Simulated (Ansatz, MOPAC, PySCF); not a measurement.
Pair of molecules: HCl (SMILES Cl) (first 2 atoms) with CH6Si (SMILES C[SiH3]); geometry from B3LYP-D3(BJ)/def2-TZVP.
(charge 0, multiplicity 1):
```xyz
10

Cl    -0.561    -0.687    -0.500
H     -0.122    -0.270     0.636
C      0.331     0.797     5.066
Si    -0.219    -0.253     3.616
H      0.075     1.845     4.907
H      1.410     0.727     5.210
H     -0.156     0.466     5.986
H     -1.680    -0.149     3.395
H      0.139    -1.677     3.811
H      0.458     0.212     2.373
```

Counterpoise-corrected where a basis set is named; no monomer relaxation. Rows marked so take none.

Cores are frozen in the correlated methods. CBS: X⁻³ extrapolation of the correlation energy, Hartree–Fock from the larger set. Rows in 3-21G, 6-31G*, STO-3G carry no dispersion term and start afresh at each structure (6-31G* with six Cartesian d functions). The state that PM7 reach isn't checked; PM7 holds dispersion and hydrogen-bond terms.

Programs: Ansatz (a first-principles code); MOPAC for PM7 (differences of heats of formation); PySCF for 3-21G rows, 6-31G* rows, STO-3G rows, the dispersion terms. Values without a source in brackets are computed.

Other levels give for the interaction energy: PBE/def2-TZVPPD -1.42; B3LYP/def2-TZVPPD -0.58; B3LYP-D3(BJ)/def2-TZVPPD -1.92; wB97M-V/def2-TZVPPD -1.27; CCSD(T)/CBS(aug-cc-pV(D+d)Z, aug-cc-pV(T+d)Z) -1.38 kcal/mol.

Common cheap choices:

```json
[
 {"level": "PM7", "interaction energy (kcal/mol)": "0.08", "less -1.38 (CCSD(T)/CBS(aug-cc-pV(D+d)Z, aug-cc-pV(T+d)Z))": "1.46"},
 {"level": "HF/STO-3G (no counterpoise)", "interaction energy (kcal/mol)": "0.38", "less -1.38 (CCSD(T)/CBS(aug-cc-pV(D+d)Z, aug-cc-pV(T+d)Z))": "1.76"},
 {"level": "HF/3-21G (no counterpoise)", "interaction energy (kcal/mol)": "-0.24", "less -1.38 (CCSD(T)/CBS(aug-cc-pV(D+d)Z, aug-cc-pV(T+d)Z))": "1.14"},
 {"level": "HF/6-31G* (no counterpoise)", "interaction energy (kcal/mol)": "0.35", "less -1.38 (CCSD(T)/CBS(aug-cc-pV(D+d)Z, aug-cc-pV(T+d)Z))": "1.73"},
 {"level": "BP86/6-31G* (no counterpoise)", "interaction energy (kcal/mol)": "-0.92", "less -1.38 (CCSD(T)/CBS(aug-cc-pV(D+d)Z, aug-cc-pV(T+d)Z))": "0.46"},
 {"level": "B3LYP/6-31G*", "interaction energy (kcal/mol)": "-0.59", "less -1.38 (CCSD(T)/CBS(aug-cc-pV(D+d)Z, aug-cc-pV(T+d)Z))": "0.79"},
 {"level": "B3LYP/6-31G* (no counterpoise)", "interaction energy (kcal/mol)": "-0.97", "less -1.38 (CCSD(T)/CBS(aug-cc-pV(D+d)Z, aug-cc-pV(T+d)Z))": "0.41"},
 {"level": "M06-2X/6-31G* (no counterpoise)", "interaction energy (kcal/mol)": "-1.32", "less -1.38 (CCSD(T)/CBS(aug-cc-pV(D+d)Z, aug-cc-pV(T+d)Z))": "0.06"}
]
```
